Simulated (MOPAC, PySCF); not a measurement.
H3BOS2, SMILES `OB(S)S`, neutral singlet in the gas phase. 

Cartesian coordinates (Å):
```xyz
7

O     -0.2155     1.0637    -0.6038
B     -0.1033    -0.1965    -0.1188
S     -1.6118    -1.1345     0.2381
S      1.4731    -1.0476     0.2124
H      0.6115     1.5203    -0.7762
H     -2.4463    -0.1573    -0.1403
H      2.2872    -0.0531    -0.1670
```
Charge 0, spin multiplicity 1.

All levels are single points at this geometry (CAM-B3LYP-D3(BJ)/def2-TZVP); Pople sets use spherical d functions. Orbital energies aren't observables, and empty levels follow the basis.

```tsv
level	HOMO (eV)	LUMO (eV)	gap (eV)	dipole (D)	vertical IE, Delta-SCF (eV)
CAM-B3LYP-D3(BJ)/def2-TZVP in PySCF	-8.68	0.79	9.47	2.59	–
B3LYP/3-21G in PySCF	-7.10	0.36	7.47	3.86	–
HF/6-31G* in PySCF	-10.11	3.95	14.06	3.10	–
AM1 in MOPAC	-9.36	-0.49	8.87	3.20	–
PM6 in MOPAC	-9.30	-0.78	8.53	2.67	–
PM7 in MOPAC	-9.09	-1.31	7.78	2.91	–
```
